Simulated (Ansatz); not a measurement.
Reaction (formal exchange of groups at the Se–Ge bond): `[OH][GeH]([SH])[SeH]` + `FB[SiH3]` → `FB([SiH3])[SeH]` + `[OH][GeH2][SH]`

Computed with Ansatz on PBE0-D4/def2-TZVP structures; ΔE is electronic, products minus reactants. CCSD(T)/CBS is the MP2 limit (def2-TZVPP, def2-QZVPP) plus CCSD(T) − MP2 in def2-TZVPP, frozen cores. Functionals use def2-TZVPP. For Ge, Se outer-core shells are correlated without core-valence functions, which leaves a few kJ/mol of doubt a bond. Scalar relativity is left out up to krypton. One conformer a species, not always the lowest.

| species | ωB97X-V energy (Eh) |
| --- | --- |
| `[OH][GeH]([SH])[SeH]` | -4954.01286 |
| `FB[SiH3]` | -416.58695 |
| `FB([SiH3])[SeH]` | -2817.96328 |
| `[OH][GeH2][SH]` | -2552.64261 |

Q: Work out ΔE.

A: ΔE = (-2817.96328) + (-2552.64261) − (-4954.01286) − (-416.58695) = -0.00608 Eh = -0.17 eV. CCSD(T)/CBS gives -0.18 eV.

Largest T1 diagnostic among the species: 0.014.

From PBE to PBE0 (25 % exact exchange), in def2-TZVPP and without D4, ΔE moves by +0.03 eV. In def2-TZVPP, CCSD(T) changes the Hartree–Fock value by −0.12 eV (the triples alone add −0.02 eV) and MP2 by −0.10 eV.
